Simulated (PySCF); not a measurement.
Steps of a relaxation of [Er(H2S)3]3+

[Er(H2S)3]3+ (singlet in the valence; each metal's 4f electrons, 11 of them, lie in its core potential, out of spins and levels; a saddle point, relaxed within its symmetry). PySCF 2.14.0, RKS r2SCAN, Er lcecp-1-SVP with ECP57, S def2-SVP, H def2-SVP; non-relativistic Hamiltonian with scalar-relativistic core potentials where named; density fitting; no spin-orbit coupling. Origin of the start: template. Columns: position (Å) and force (eV/Å). Energies are counted from the last step; some of the 11 steps are shown. Forces carry noise of the integration grid, about 0.01 to 0.03 eV/Å.

Run from Python with OMP_NUM_THREADS=2. Where DIIS fails, smearing, a level shift and second-order steps follow.
It took 64 s on 2 threads of AMD EPYC 9R45 96-Core Processor (Zen 5), on a shared host, from the converged density of the start.

```xyz
10
step 0  E = 0.122 eV
Er    0.0000    0.0000    0.0000     0.00    0.00    0.00
S     2.8225    0.0000    0.0000    -0.28    0.80    0.00
H     3.3725   -0.7500    0.9700     0.07   -0.27    0.68
H     3.3725   -0.7500   -0.9700     0.07   -0.27   -0.68
S    -1.4112    2.4444    0.0000    -0.56   -0.65    0.00
H    -1.0367    3.2957    0.9700     0.20    0.19    0.67
H    -1.0367    3.2957   -0.9700     0.20    0.19   -0.67
S    -1.4113   -2.4444    0.0000     0.82   -0.15    0.00
H    -2.3358   -2.5457    0.9700    -0.27    0.08    0.68
H    -2.3358   -2.5457   -0.9700    -0.27    0.08   -0.68
```

```xyz
10
step 3  E = 0.001 eV
Er    0.0000    0.0000    0.0000     0.00    0.00    0.00
S     2.8161    0.0691    0.0000     0.18   -0.16    0.00
H     3.2549   -0.7529    1.0177    -0.09    0.18   -0.15
H     3.2549   -0.7529   -1.0177    -0.09    0.18    0.15
S    -1.4679    2.4042    0.0000     0.05    0.22    0.00
H    -0.9755    3.1953    1.0177    -0.11   -0.16   -0.15
H    -0.9755    3.1953   -1.0177    -0.11   -0.16    0.15
S    -1.3482   -2.4733    0.0000    -0.24   -0.07    0.00
H    -2.2795   -2.4424    1.0177     0.20   -0.01   -0.15
H    -2.2795   -2.4424   -1.0177     0.20   -0.01    0.15
```

```xyz
10
step 7  E = -0.001 eV
Er    0.0000    0.0000    0.0000     0.00    0.00    0.00
S     2.8167    0.0852    0.0000     0.01    0.05    0.00
H     3.2169   -0.7510    1.0097     0.01    0.06    0.00
H     3.2169   -0.7510   -1.0097     0.01    0.06    0.00
S    -1.4822    2.3967    0.0000    -0.05   -0.03    0.00
H    -0.9580    3.1614    1.0097    -0.06   -0.02    0.00
H    -0.9580    3.1614   -1.0097    -0.06   -0.02    0.00
S    -1.3345   -2.4819    0.0000     0.03   -0.04    0.00
H    -2.2588   -2.4104    1.0097     0.05   -0.04    0.00
H    -2.2588   -2.4104   -1.0097     0.05   -0.04    0.00
```

Task: Where does the relaxation end?

Result: It converges at step 10 in C3h:
```xyz
10
step 10  E = 0
Er    0.0000    0.0000    0.0000
S     2.8192    0.0859    0.0000
H     3.2175   -0.7515    1.0094
H     3.2175   -0.7515   -1.0094
S    -1.4840    2.3985    0.0000
H    -0.9580    3.1622    1.0094
H    -0.9580    3.1622   -1.0094
S    -1.3352   -2.4844    0.0000
H    -2.2595   -2.4107    1.0094
H    -2.2595   -2.4107   -1.0094
```

Task: How did the contacts change?

Result: 
```csv
contact,start (Å),end (Å)
Er1–S2 (H2S),2.823,2.820
Er1–S5 (H2S),2.823,2.820
Er1–S8 (H2S),2.823,2.820
```


An lcecp potential fixes the number of 4f electrons, so in runs with it no electron can move into or out of that shell.
